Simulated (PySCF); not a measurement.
Compound: C5H13NO2Si2.
Atom-mapped SMILES: `[CH3:1][N:2]([CH3:3])[C:4](=[O:5])[Si@H:6]1[CH2:7][CH2:8][SiH2:9][O:10]1` (hydrogens: H11, H12, H13 on C1; H14, H15, H16 on C3; H17 on Si6; H18, H19 on C7; H20, H21 on C8; H22, H23 on Si9)

Computed with PySCF at PBE0/pcSseg-1, non-relativistic, on one gas-phase PBE0-D3(BJ)/def2-SVP geometry that isn't relaxed in the solvent. The solvent is an IEF-PCM continuum (Bondi radii, 1.10 Å for H, scaled by 1.2). Only the electrostatic response of the medium enters.

Gas phase at PBE0/pcSseg-1: HOMO -6.97 eV, LUMO -0.05 eV, dipole 2.51 D.

What does the continuum do to the energy, the frontier levels and the dipole at PBE0/pcSseg-1 in methanol and acetonitrile?

```
     solvent      ε  E(solvent) − E(gas) (kJ/mol)  polarisation term (kJ/mol)  distortion of the solute (kJ/mol)  HOMO (eV)  LUMO (eV)  dipole (D)
    methanol  32.61                        -26.88                      -32.19                               5.31      -7.12      -0.12        3.49
acetonitrile  35.69                        -27.01                      -32.36                               5.35      -7.12      -0.12        3.50
```

The polarisation term is half the interaction of the solute with the surface charges that it induces; the rest is the cost of distorting the solute's density. The sum is the electrostatic part of solvation alone. From methanol to acetonitrile the lowering changes by a factor 1.00, Onsager's factor (ε − 1)/(2ε + 1) by 1.00 and ε itself by 1.1.

Which radius a makes the point-dipole formula ΔE = −[(ε − 1)/(2ε + 1)]·μ²/a³ give the value in acetonitrile, with the gas-phase dipole?

μ = 0.987 au and |ΔE| = 0.01029 Eh give a = 1.89 Å; the farthest nucleus lies 4.24 Å from the centroid of the nuclei, so such a sphere wouldn't even hold the nuclei. The formula assumes a rigid point dipole at the centre of a sphere.

Which Hirshfeld charges (PBE0/pcSseg-1) respond most in acetonitrile (means over atoms taken as equivalent)?

| atoms | environment | gas (e) | solvent (e) | change |
| --- | --- | --- | --- | --- |
| O5 | carbonyl oxygen | -0.275 | -0.321 | -0.046 |
| N2 | nitrogen bound to a carbonyl carbon | -0.036 | -0.028 | +0.008 |
| O10 | siloxane oxygen | -0.313 | -0.319 | -0.006 |
| H21 | methylene hydrogen | +0.041 | +0.047 | +0.006 |
| H14/H15/H16 | methyl hydrogen | +0.043 | +0.048 | +0.005 |
| H20 | methylene hydrogen | +0.042 | +0.046 | +0.004 |

Which Mayer bond orders change most in acetonitrile?

```csv
bond,length (Å),gas,solvent,change
C4–O5,1.230,1.739,1.684,-0.055
N2–C4,1.354,1.122,1.167,+0.045
Si9–O10,1.685,0.903,0.891,-0.012
Si6–C7,1.892,0.926,0.934,+0.008
N2–C3,1.440,0.942,0.934,-0.008
C8–Si9,1.894,0.919,0.926,+0.007
C1–N2,1.442,0.934,0.928,-0.006
C4–Si6,1.903,0.831,0.827,-0.004
```
